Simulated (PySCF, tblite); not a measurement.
C4H11NOSi2.
Cartesian coordinates in Å at the GFN2-xTB level; atoms count from 1:
```
atom  x, y, z in Å
C1    -3.2152    1.4571    0.1815
N2    -2.3945    0.3484    0.6093
C3    -1.4173   -0.1924   -0.1511
O4    -1.1663    0.2230   -1.2719
Si5   -0.3982   -1.6323    0.6030
C6     1.4077   -1.1083    0.5840
C7     1.9116   -0.1644   -0.2115
Si8    3.7160    0.3613   -0.2830
H9    -4.2702    1.1758    0.1629
H10   -3.0842    2.3151    0.8441
H11   -2.8944    1.7248   -0.8242
H12   -2.5571   -0.0246    1.5303
H13   -0.6225   -2.8341   -0.2042
H14   -0.8709   -1.8513    1.9824
H15    2.0795   -1.6302    1.2584
H16    1.2292    0.3441   -0.8835
H17    3.7965    1.8148   -0.1135
H18    4.4608   -0.3010    0.7916
H19    4.2796   -0.0164   -1.5817
```

Method used: PBE0/pcSseg-1 in PySCF (dipole) on a GFN2-xTB geometry, gas phase.

Masses are those of the commonest isotopes; rigid-rotor values at the optimised geometry. The values belong to one conformer with, in the numbering `[CH3:1][NH:2][C:3](=[O:4])[SiH2:5]/[CH:6]=[CH:7]/[SiH3:8]`, C1–N2–C3–O4 0°, N2–C3–Si5–C6 -122°, C3–Si5–C6–C7 -21°.

(1) What are A, B and C (MHz)?

(2) What kind of rotor is it?

(3) Is it planar, by Δ = Ic − Ia − Ib?

(4) Give the other two planar moments, Paa and Pbb, and the rms extents of the mass along the axes.

(5) Where do the levels up to J = 2 lie, in MHz?

(6) Which types of transition are allowed, and where do some lines up to J = 3 fall?

(7) Estimate the classical rotational partition function at 50 K, 100 K and 500 K.

## Answers

(1) Ia = 201.64, Ib = 853.32, Ic = 971.45 u·Å²; 505379 MHz·u·Å²/I gives A = 2506, B = 592.3, C = 520.2 MHz.

(2) A near-prolate asymmetric top: κ = (2 × 592.3 − 2506 − 520.2)/(2506 − 520.2) = -0.93.

(3) Not planar: Δ = Ic − Ia − Ib = -83.51 u·Å². For a rigid frame Δ = −2 Σ m c², so Σ m c² = 41.76 u·Å² lies off the ab plane: 10.63 from hydrogen and 31.13 from heavier atoms. The atom farthest from that plane is 1.48 Å away.

(4) Paa = Σ m a² = (Ib + Ic − Ia)/2 = 811.56 and Pbb = Σ m b² = (Ia + Ic − Ib)/2 = 159.88 u·Å². With the mass M = 145.04 u, the rms extents √(P/M) along a, b and c are 2.37, 1.05, 0.54 Å.

(5) Above 0(0,0):
J = 1: 1(0,1) 1112, 1(1,1) 3027, 1(1,0) 3099
J = 2: 2(0,2) 3335, 2(1,2) 5180, 2(1,1) 5396, 2(2,1) 11138, 2(2,0) 11140
Those of J = 1 are B + C, A + C and A + B.

(6) The dipole components are |μa| = 1.88 D, |μb| = 1.13 D, |μc| = 2.58 D. The squared components, which scale the intensities, stand as 0.53 : 0.19 : 1.00 (a : b : c). Some lines, for components of 0.1 D or more:

```json
{"type": "a", "branch": "Q", "J(Ka,Kc)": "3(1,2) ← 3(1,3)", "MHz": "432", "lower level (cm⁻¹)": "0.280"}
{"type": "a", "branch": "R", "J(Ka,Kc)": "1(0,1) ← 0(0,0)", "MHz": "1112", "lower level (cm⁻¹)": "0.000"}
{"type": "c", "branch": "Q", "J(Ka,Kc)": "3(1,3) ← 3(0,3)", "MHz": "1743", "lower level (cm⁻¹)": "0.222"}
{"type": "c", "branch": "Q", "J(Ka,Kc)": "2(1,2) ← 2(0,2)", "MHz": "1844", "lower level (cm⁻¹)": "0.111"}
{"type": "c", "branch": "Q", "J(Ka,Kc)": "1(1,1) ← 1(0,1)", "MHz": "1914", "lower level (cm⁻¹)": "0.037"}
{"type": "b", "branch": "Q", "J(Ka,Kc)": "3(1,2) ← 3(0,3)", "MHz": "2175", "lower level (cm⁻¹)": "0.222"}
{"type": "a", "branch": "R", "J(Ka,Kc)": "2(0,2) ← 1(0,1)", "MHz": "2223", "lower level (cm⁻¹)": "0.037"}
{"type": "a", "branch": "R", "J(Ka,Kc)": "2(1,1) ← 1(1,0)", "MHz": "2297", "lower level (cm⁻¹)": "0.103"}
{"type": "b", "branch": "R", "J(Ka,Kc)": "1(1,1) ← 0(0,0)", "MHz": "3027", "lower level (cm⁻¹)": "0.000"}
{"type": "c", "branch": "R", "J(Ka,Kc)": "1(1,0) ← 0(0,0)", "MHz": "3099", "lower level (cm⁻¹)": "0.000"}
{"type": "a", "branch": "R", "J(Ka,Kc)": "3(2,2) ← 2(2,1)", "MHz": "3337", "lower level (cm⁻¹)": "0.372"}
{"type": "a", "branch": "R", "J(Ka,Kc)": "3(2,1) ← 2(2,0)", "MHz": "3345", "lower level (cm⁻¹)": "0.372"}
{"type": "a", "branch": "R", "J(Ka,Kc)": "3(1,2) ← 2(1,1)", "MHz": "3444", "lower level (cm⁻¹)": "0.180"}
{"type": "b", "branch": "R", "J(Ka,Kc)": "3(1,3) ← 2(0,2)", "MHz": "5072", "lower level (cm⁻¹)": "0.111"}
{"type": "c", "branch": "Q", "J(Ka,Kc)": "3(2,2) ← 3(1,2)", "MHz": "5635", "lower level (cm⁻¹)": "0.295"}
{"type": "b", "branch": "Q", "J(Ka,Kc)": "2(2,1) ← 2(1,2)", "MHz": "5958", "lower level (cm⁻¹)": "0.173"}
{"type": "b", "branch": "Q", "J(Ka,Kc)": "3(2,2) ← 3(1,3)", "MHz": "6068", "lower level (cm⁻¹)": "0.280"}
{"type": "b", "branch": "R", "J(Ka,Kc)": "2(2,1) ← 1(1,0)", "MHz": "8039", "lower level (cm⁻¹)": "0.103"}
{"type": "b", "branch": "R", "J(Ka,Kc)": "2(2,0) ← 1(1,1)", "MHz": "8113", "lower level (cm⁻¹)": "0.101"}
{"type": "b", "branch": "R", "J(Ka,Kc)": "3(2,2) ← 2(1,1)", "MHz": "9080", "lower level (cm⁻¹)": "0.180"}
{"type": "c", "branch": "R", "J(Ka,Kc)": "3(2,1) ← 2(1,1)", "MHz": "9090", "lower level (cm⁻¹)": "0.180"}
{"type": "c", "branch": "R", "J(Ka,Kc)": "3(2,2) ← 2(1,2)", "MHz": "9296", "lower level (cm⁻¹)": "0.173"}
{"type": "c", "branch": "Q", "J(Ka,Kc)": "3(3,1) ← 3(2,1)", "MHz": "9742", "lower level (cm⁻¹)": "0.483"}
{"type": "b", "branch": "Q", "J(Ka,Kc)": "3(3,1) ← 3(2,2)", "MHz": "9752", "lower level (cm⁻¹)": "0.483"}
{"type": "b", "branch": "R", "J(Ka,Kc)": "3(3,1) ← 2(2,0)", "MHz": "13087", "lower level (cm⁻¹)": "0.372"}
{"type": "c", "branch": "R", "J(Ka,Kc)": "3(3,0) ← 2(2,0)", "MHz": "13087", "lower level (cm⁻¹)": "0.372"}
{"type": "b", "branch": "R", "J(Ka,Kc)": "3(3,0) ← 2(2,1)", "MHz": "13089", "lower level (cm⁻¹)": "0.372"}
```

(7) Point group C1, symmetry number σ = 1; q = (√π/σ)·√((kT/h)³/(ABC)), k/h = 20836.6 MHz/K: 67800 at 50 K, 192000 at 100 K, 2140000 at 500 K.

Its GFN2-xTB frequencies are all real (lowest 19 cm⁻¹). Zero-point vibration and centrifugal distortion are left out. A rigid rotor knows nothing of internal rotation, which can split or shift real lines. Quadrupole hyperfine structure (14N) is left out.
